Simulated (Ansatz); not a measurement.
Isolated molecules relaxed with PBE0-D4/def2-TZVP in Ansatz; ΔE leaves out vibrations. CBS: MP2 limit from def2 TZ/QZ plus the TZ coupled-cluster correction, frozen cores. This one scheme is used for every species. Functionals use def2-TZVPP. Each species was taken in one conformer, which may not be the lowest.

Reaction (ligand exchange at the Al–Cl bond): `C[N](C)[AlH][Cl]` + H–F → `C[N](C)[AlH][F]` + HCl

CCSD(T)/CBS gives -16.6 kJ/mol.

(1) Another level gave -19.3 kJ/mol. Which?
A. revPBE-D4/def2-TZVPP
B. BLYP/def2-TZVPP
C. BLYP-D4/def2-TZVPP
D. r2SCAN-D4/def2-TZVPP

Largest T1 diagnostic among the species: 0.012.

Answers

(1) D. r2SCAN-D4 -19.3, BLYP -31.2, BLYP-D4 -24.9, revPBE-D4 -13.9 kJ/mol.

The D4 term adds +5.3 kJ/mol with B3LYP and +3.0 kJ/mol with PBE0; it sums over pairs of atoms, weighted by their polarisabilities, and B3LYP, whose exchange is more repulsive, gets the larger term. Leaving LDA and LC-ωPBE aside and taking each functional with its dispersion term where it has one, the values, not all of them listed here, spread over 14.1 kJ/mol, from CAM-B3LYP-D4 to HSE06-D4. From r2SCAN to r2SCAN0 (25 % exact exchange), in def2-TZVPP and without D4, ΔE moves by +3.3 kJ/mol.

B3LYP here is the variant with VWN-RPA as its local correlation; programs differ in this.
